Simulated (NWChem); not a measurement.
System: C5H8; SMILES C1C(=C)CC1

NWChem input:

```
start job
memory heap 200 mb stack 900 mb global 1100 mb
geometry units angstroms
  C      1.753158     0.727075    -0.244532
  C      0.547359     0.226981    -0.076215
  C     -0.805344     0.835803     0.179791
  C     -1.405051    -0.582728     0.196055
  C     -0.006742    -1.172603    -0.066522
  H      2.608197     0.095595    -0.420259
  H      1.934904     1.788590    -0.213410
  H     -0.882674     1.379719     1.120797
  H     -1.167221     1.480195    -0.620919
  H     -1.842070    -0.873329     1.148722
  H     -2.126999    -0.772785    -0.595119
  H      0.099125    -1.704684    -1.011508
  H      0.383662    -1.805136     0.730211
end
basis spherical
  * library def2-svp
end
dft
  xc xpbe96 cpbe96
  disp vdw 4
  iterations 150
end
driver
  maxiter 120
end
task dft optimize
```

No frequency run checked for a minimum.

The level has its own optimisation. Brackets give each atom's bonded neighbours.

Problem. What results follow from this input? (PBE-D3(BJ)/def2-SVP.) Quantities: r C–C [C(CCC)–C(CHH)] (Å); r C–H [C(CHH)–H(C)] (Å); r C–C [C(CCC)–C(CCHH)] (Å); r C–C [C(CCHH)–C(CCHH)] (Å); dipole (D).

Solution. 
```
Property                     Result
---------------------------  ------
r C–C [C(CCC)–C(CHH)] (Å)     1.341
r C–H [C(CHH)–H(C)] (Å)       1.102
r C–C [C(CCC)–C(CCHH)] (Å)    1.524
r C–C [C(CCHH)–C(CCHH)] (Å)   1.560
dipole (D)                     0.53
```
